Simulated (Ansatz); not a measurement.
A nudged elastic band was laid between two geometries of BClH2O + FH (7 atoms, charge 0, multiplicity 1).

Method: RKS PBE0/def2-SVP (Ansatz).

- movable images: 5
- climbing image: yes
- spring: 5.0 eV/Å²
- optimiser: quadratic models (default)
- start path: through a guess of the saddle point
- force threshold: 0.03 eV/Å
- iteration limit: 60
- end points: relaxed

Initial state:

```xyz
7
Properties=species:S:1:pos:R:3
B -0.052 -0.473 0.053
H -0.151 -0.992 1.132
Cl 1.566 0.018 -0.505
O -1.063 -0.292 -0.799
H -1.913 -0.561 -0.432
F 0.026 2.001 1.231
H 0.786 1.794 0.739
```

Final state:

```xyz
7
Properties=species:S:1:pos:R:3
B -0.186 0.557 -0.574
H 0.573 -0.228 2.591
Cl 1.213 -0.243 -1.301
O -1.415 0.025 -0.609
H -1.452 -0.824 -1.059
F -0.009 1.721 0.017
H 0.476 0.489 2.355
```

Question: Which bonds break or form, and what moves?

Answer: Bonds broken: B1–H2, F6–H7. Bonds formed: B1–F6, H2–H7. BClH2O + FH becomes BClFHO + H2.

Question: Give the energies along the band, and the barrier.

Answer: It converged. The highest image is number 2 of 0 to 6, 1.00 eV above the first end and 2.15 eV above the last; the last end lies 1.15 eV below the first. Beside the main top the profile has a ripple of under 15 meV (maxima at images 2, 5), which may be a very shallow well or noise. Neighbouring images differ by up to 2.1 eV, so the band resolves the path poorly. A vibrational analysis at the climbing image gives one clearly imaginary mode, 1138i cm⁻¹: a first-order saddle point. The orbitals stay closed-shell, which can raise the energy where a bond breaks towards radicals; this wasn't checked here.

| image | path coordinate (Å) | energy (eV) | B1–H2 (Å) | F6–H7 (Å) | B1–F6 (Å) |
| --- | --- | --- | --- | --- | --- |
| 0 | 0.00 | 0.00 | 1.20 | 0.93 | 2.74 |
| 1 | 1.21 | 0.13 | 1.21 | 0.92 | 2.70 |
| 2 | 2.43 | 1.00 | 1.35 | 1.15 | 1.66 |
| 3 | 3.70 | -1.07 | 2.48 | 2.33 | 1.33 |
| 4 | 4.97 | -1.13 | 3.33 | 3.24 | 1.33 |
| 5 | 6.24 | -1.12 | 3.40 | 3.60 | 1.32 |
| 6 | 7.51 | -1.15 | 3.35 | 2.69 | 1.32 |

Question: What is the geometry of the highest image?

Answer: 
```xyz
7
Properties=species:S:1:pos:R:3
B 0.111 0.075 -0.021
H 0.181 -0.302 1.278
Cl 1.693 -0.127 -0.784
O -0.992 -0.327 -0.691
H -1.825 -0.181 -0.234
F -0.052 1.615 0.566
H 0.083 0.743 1.305
```

Time of the run: 2.8 min on 2 threads of Arm Neoverse V2, with other jobs on the host, peak memory 0.17 GiB.
